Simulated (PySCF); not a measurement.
# Ionisation of trichlorogallium

Molecule: trichlorogallium, `[Cl][Ga]([Cl])[Cl]` (Cl3Ga). Coordinates in Å; atoms count from 1 in this order:
```
Cl   -0.7407    1.9783   -0.0147
Ga    0.0089   -0.0036   -0.0133
Cl    2.1019   -0.3420    0.0312
Cl   -1.3559   -1.6250   -0.0525
```

Level of theory: OPBE/pcseg-1 single points in PySCF, grid level 2; every species was optimised with PBE0-D3(BJ)/def2-SVP. Thermal corrections: PBE0-D3(BJ)/def2-SVP frequencies, unscaled, ideal gas at 298.15 K and 1 bar, quasi-RRHO entropy.

Frontier levels of the parent: HOMO -8.18 eV, LUMO -2.91 eV.

Oxidation to the radical cation:
* Vertical ionisation energy (electronic): 11.05 eV
* Adiabatic ionisation energy (with zero-point energy): 11.05 eV
* Adiabatic, electronic part: 11.06 eV
* Vertical gap at the product's structure: 9.86 eV
* ⟨S²⟩ of the product: 0.753
* Largest spin populations: Cl1 0.52, Cl4 0.52
* Largest changes of atomic charge: Cl1 0.34, Cl4 0.34, Cl3 0.18, Ga2 0.13
* Distances that move most (Å): Cl1–Ga2 2.119 → 2.192; Ga2–Cl3 2.121 → 2.054; Ga2–Cl4 2.120 → 2.186

Vertical ionisation energy, Adiabatic ionisation energy: the gap is larger than usual, and may come from another state, site, conformer or species, from an onset or band maximum that doesn't mark the energy named, from the functional or basis, or from an outlying measurement.

Measured values (NIST Chemistry WebBook, evaluated or the median of agreeing entries): vertical ionisation energy 11.96 eV (computed 11.05, difference -0.91); adiabatic ionisation energy 11.52 eV (computed 11.05, difference -0.47).

Known limits: pcseg-1 is a small basis, whose errors can reach tens of kJ/mol; spin-orbit coupling is left out of the energies, which matters for open shells on the heavier atoms; atoms from Ga to Kr are treated without relativity; the relaxed radical cation lies 0.02 eV above the vertical state at this level, which can't hold for one state at its own minimum: the structure, made at another level, misses this level's minimum; Cl1 and Cl3 are equivalent in the parent, but the relaxed radical cation is symmetry-broken (D3h to C2v), as a Jahn-Teller-type distortion or an artefact of the method; its spin populations, distances and adiabatic value belong to that structure.

The single points of this level took 47 s of wall time on 1 thread of Intel Xeon Platinum 8259CL @ 2.50GHz (shared host), launched as `OMP_NUM_THREADS=1 python redox_run.py task.json out`.
